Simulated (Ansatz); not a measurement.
Two structures of GeHCl2F, closed shell, reached by relaxing down either side of one saddle point (PBE0-D4/def2-TZVP). Energies are electronic, without zero-point energy. Computed with Ansatz 0.2.0 (basis: def2-TZVPP and def2-QZVPP); correlated methods freeze the cores. Filled d shells of the heavier atoms are correlated. The def2 sets are not built for correlating such inner shells, so the correlated values are less sure here. Extrapolation: Hartree–Fock as exp(−7.88 √X), correlation as X^−2.97. First:

```
5
angstrom
Ge -0.2629 -1.2198 -0.2854
Cl 1.8652 -1.2361 0.1977
Cl -0.2913 0.5711 -1.6488
H -0.6072 1.2253 0.4973
F -0.7038 0.6594 1.2393
```

Second:

```json
{"atom": "Ge1", "x (Å)": "-0.2904", "y (Å)": "-1.3300", "z (Å)": "0.2509"}
{"atom": "Cl2", "x (Å)": "1.8961", "y (Å)": "-1.2635", "z (Å)": "0.3178"}
{"atom": "Cl3", "x (Å)": "-0.4907", "y (Å)": "1.0454", "z (Å)": "-1.5595"}
{"atom": "H4", "x (Å)": "-0.5216", "y (Å)": "1.5278", "z (Å)": "-0.3672"}
{"atom": "F5", "x (Å)": "-0.5934", "y (Å)": "0.0203", "z (Å)": "1.3581"}
```

(1) Which bonds change from the first to the second?

(2) Give the saddle point's structure and its height above each. (Judge from chemistry; the value comes from the calculation.)

The search had been set up for a insertion of a divalent centre (a silylene, a carbene or their kin) (forming Ge1–H4, Ge1–F5, breaking H4–F5); from that guess it ended on this step instead.

The T1 diagnostic stays at or below 0.013.

## Answers

(1) GeCl₂ + HF → GeClF + HCl; bonds formed: Ge1–F5, Cl3–H4; bonds broken: Ge1–Cl3, H4–F5.

(2) The calculation gives: 11.30 kcal/mol above the first and 8.42 kcal/mol above the second (CCSD(T) at an estimated basis limit (MP2 extrapolated from triple and quadruple zeta, plus CCSD(T) − MP2 in triple zeta)).
| atom | x (Å) | y (Å) | z (Å) |
| --- | --- | --- | --- |
| Ge1 | -0.3151 | -1.1665 | 0.0347 |
| Cl2 | 1.8466 | -1.2227 | 0.2862 |
| Cl3 | -0.4128 | 0.9296 | -1.4421 |
| H4 | -0.5367 | 1.0376 | 0.0058 |
| F5 | -0.5819 | 0.4220 | 1.1154 |

For scale, one of the runs: CCSD(T)/def2-TZVPP, 177 basis functions, launched by `ansatz run in.yaml --threads 4 --pin off --events-out ev --progress --plain --max-ram 9574MiB`. Time: 12 s of wall clock on 4 CPU threads of an AMD EPYC 9R45; the host was shared. Peak host memory: 1.6 GiB.
